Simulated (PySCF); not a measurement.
**TDDFT excited states: C5H5NS**

C5H5NS.
Numbering: `[CH2:1]=[N:2][c:3]1[cH:4][cH:5][s:6][cH:7]1` (hydrogens: H8, H9 on C1; H10 on C4; H11 on C5; H12 on C7)

The calculation used PySCF 2.14.0, density-fitted response routines, TDDFT CAM-B3LYP/def2-SVPD, vertical, gas phase, core orbitals frozen in the response. Geometry: GFN2-xTB, one conformer, isolated molecule. Torsions of this conformer, `[CH2:1]=[N:2][c:3]1[cH:4][cH:5][s:6][cH:7]1`: C1–N2–C3–C4 148°.

| state | E (eV) | E (hartree) | f | main configurations (H = HOMO, L = LUMO) |
| --- | --- | --- | --- | --- |
| S1 | 4.26 | 0.1565 | 0.065 | H→L (64%), H-2→L (25%) |
| S2 | 5.33 | 0.1957 | 0.0066 | H-1→L (67%), H-2→L (13%), H→L (12%) |
| S3 | 5.47 | 0.2011 | 0.119 | H→L+1 (34%), H-2→L (30%), H→L (19%) |
| S4 | 5.90 | 0.2169 | 0.041 | H→L+2 (44%), H→L+1 (28%) |
| S5 | 6.03 | 0.2217 | 0.177 | H→L+2 (34%), H→L+1 (26%), H-2→L (18%) |
| S6 | 6.39 | 0.2348 | 0.0093 | H-1→L+2 (60%), H-1→L+1 (11%) |
| S7 | 6.55 | 0.2405 | 0.018 | H→L+3 (72%), H→L+4 (10%) |
| S8 | 6.61 | 0.2429 | 0.115 | H-1→L+1 (76%), H-1→L+2 (11%) |

Triplets (Tamm–Dancoff): T1 3.19 eV, H→L (87%); T2 3.96 eV, H-2→L (35%), H-1→L (28%), H→L+1 (16%); T3 4.31 eV, H-2→L (37%), H-1→L+1 (32%), H-1→L (15%).

The lowest singlet lies at 4.26 eV (291 nm, ultraviolet) and is of moderate strength; its leading configuration is HOMO→LUMO (64%). The most intense listed level is S5 at 6.03 eV (205 nm, f = 0.177), 1.78 eV above S1. Löwdin shares by element: HOMO carbon 37% or more, sulfur 18%, nitrogen 18% (atoms not listed hold the other 27%); LUMO carbon 40% or more, nitrogen 21%, sulfur 10% (atoms not listed hold the other 28%). The oscillator strengths of these states sum to 0.551; summed over the whole spectrum of an exact calculation they would give the number of electrons, 58 (Thomas–Reiche–Kuhn). Of the 8 states listed, 6 reach f = 0.01 and none stays under 0.0005. The listed states span 2.35 eV, and the widest gap between neighbours is 1.07 eV (S1 to S2). Only the lowest 8 singlets were computed, as vertical energies without vibronic structure.
